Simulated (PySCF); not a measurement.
# Electronic structure of N²⁺ (nitrogen, charge +2) at the UHF level

Configuration: [He] 2s1 2p2, high-spin 4P determinant (an excited configuration). All numbers are calculated (PySCF 2.14, scalar relativity by spin-free X2C-1e, in x2c-TZVPPall (5s3p2d1f, 31 functions)).

```json
{"Total energy": "-52.658113 hartree", "One-electron energy": "-65.3360 hartree", "Hartree (Coulomb) energy": "18.6301 hartree", "Exchange energy": "-5.9522 hartree", "⟨S²⟩": "3.7500", "⟨L²⟩": "2.005", "Sum of ⟨r⟩": "3.856 bohr", "Sum of ⟨r²⟩": "4.804 bohr²", "Traceless quadrupole moment −½Σ⟨3z² − r²⟩ along its main axis": "0.666 e·bohr²", "Langevin diamagnetic susceptibility": "-3.81 ×10⁻⁶ cm³/mol"}
```

```json
{"shell": "1s α", "electrons": "1", "mean orbital energy (hartree)": "-17.12495", "rms radius, mean of both spins (bohr)": "0.265"}
{"shell": "1s β", "electrons": "1", "mean orbital energy (hartree)": "-16.95287", "rms radius, mean of both spins (bohr)": "0.265"}
{"shell": "2s α", "electrons": "1", "mean orbital energy (hartree)": "-2.30057", "rms radius, mean of both spins (bohr)": "1.25"}
{"shell": "2p α", "electrons": "2", "mean orbital energy (hartree)": "-1.80092", "rms radius, mean of both spins (bohr)": "1.24"}
```

Spin-orbit constants ζ (cm⁻¹) from the X2C one-electron operator on these orbitals: bare nucleus, nucleus screened by l(l+1)(2l+1)/3 electrons, and screened by the Breit-Pauli mean field of the electrons.

```tsv
shell	bare	screened nucleus	mean field
2p	190.5	136.1	116.2
```

To first order the Landé constant is A = 38.74 cm⁻¹, so the lowest level has J = 1/2 and lies 0.0120 eV below the centre of the term. This holds in LS coupling only.
